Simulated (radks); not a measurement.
Results of a calculation; reference values are marked as such.
Spherical jellium clusters: N electrons in a uniform positive sphere of charge N and radius rs N^(1/3), rs = 3.66 bohr. Level of theory: non-relativistic Kohn-Sham, LDA (Slater exchange, Perdew-Wang correlation), spin-polarised, spherical densities (a radial shooting solver with Libxc functionals). Levels are named by radial order and angular momentum (1s, 1p, 1d, 2s, ...), and open shells are averaged over m.

N = 11, configuration 1s2 1p6 1d(up 3, down 0). This is the lowest configuration that the search found. Occupied and some empty levels:

level    occupation  eigenvalue (eV)  <r> (bohr)
1s up             1          -5.4626       5.285
1s down           1          -5.1780       5.121
1p up             3          -4.2008       6.368
1p down           3          -3.8363       6.331
1d up             3          -2.6674       7.314
1d down           0          -2.2886       7.390
2s up             0          -2.1023       6.922
2s down           0          -1.9045       7.089
1f up             0          -1.0126       8.479
2p up             0         -0.75074       9.883
1f down           0         -0.67777       8.787
2p down           0         -0.59370       10.39

Energy (eV): total -18.6227, kinetic 22.629, external -473.05, Hartree 231.25, exchange-correlation -42.154, background 242.70.
